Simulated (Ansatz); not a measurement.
`[F][Al]([Cl])[SeH]` + `C[NH][GeH2][CH3]` → `C[NH][Al]([F])[Cl]` + `[CH3][GeH2][SeH]`  (redistribution)

Computed with Ansatz on PBE0-D4/def2-TZVP structures; ΔE is electronic, products minus reactants. CCSD(T)/CBS is the MP2 limit (def2-TZVPP, def2-QZVPP) plus CCSD(T) − MP2 in def2-TZVPP, frozen cores. DFT in def2-TZVPP. B3LYP here is the variant with VWN-RPA as its local correlation; programs differ in this. HSE06 is defined as in plane-wave codes. For Ge, Se outer-core shells are correlated without core-valence functions, which leaves a few kJ/mol of doubt a bond. Scalar relativity is left out up to krypton. One conformer a species, not always the lowest.

```
             level  ΔE (kcal/mol)  difference from CCSD(T)/CBS
       LDA (SPW92)           -8.7                         -0.6
            PBE-D4           -8.8                         -0.7
         revPBE-D4           -8.3                         -0.2
           BLYP-D4           -9.9                         -1.8
         r2SCAN-D4           -9.2                         -1.1
            B97M-V           -8.8                         -0.7
           PBE0-D4           -8.8                         -0.7
        r2SCANh-D4           -9.3                         -1.2
        r2SCAN0-D4           -9.3                         -1.2
          HSE06-D4           -8.9                         -0.8
          BHLYP-D4           -9.9                         -1.8
      CAM-B3LYP-D4           -9.7                         -1.6
           ωB97X-V           -8.7                         -0.6
           ωB97M-V           -9.1                         -1.0
            B2PLYP           -9.6                         -1.5
          PBE-QIDH           -8.6                         -0.5
               PBE           -9.0                         -0.9
            revPBE           -9.0                         -0.9
              BLYP          -10.4                         -2.3
            r2SCAN           -9.3                         -1.2
              PBE0           -9.1                         -1.0
             B3LYP          -10.3                         -2.2
           r2SCANh           -9.4                         -1.3
             HSE06           -9.1                         -1.0
             BHLYP          -10.1                         -2.0
         CAM-B3LYP           -9.9                         -1.8
           LC-ωPBE           -8.8                         -0.7
RPA@PBE/def2-TZVPP           -8.1                          0.0
      MP2/def2-SVP           -7.9                          0.2
     CCSD/def2-SVP           -8.1                          0.0
  CCSD(T)/def2-SVP           -7.7                          0.4
     HF/def2-TZVPP           -9.6                         -1.5
    MP2/def2-TZVPP           -8.4                         -0.3
SCS-MP2/def2-TZVPP           -8.7                         -0.6
   CCSD/def2-TZVPP           -8.7                         -0.6
CCSD(T)/def2-TZVPP           -8.4                         -0.3
     HF/def2-QZVPP           -9.7                         -1.6
SCS-MP2/def2-QZVPP           -8.6                         -0.5
      HF/CBS(def2)           -9.7                         -1.6
     MP2/CBS(def2)           -8.2                         -0.1
       CCSD(T)/CBS           -8.1                            0
```

Largest T1 diagnostic among the species: 0.011.

In def2-TZVPP, CCSD(T) changes the Hartree–Fock value by +1.2 kcal/mol (the triples alone add +0.3 kcal/mol) and MP2 by +1.1 kcal/mol. Leaving LDA and LC-ωPBE aside and taking each functional with its dispersion term where it has one, the values, not all of them listed here, spread over 1.6 kcal/mol, from B3LYP-D4 to revPBE-D4.
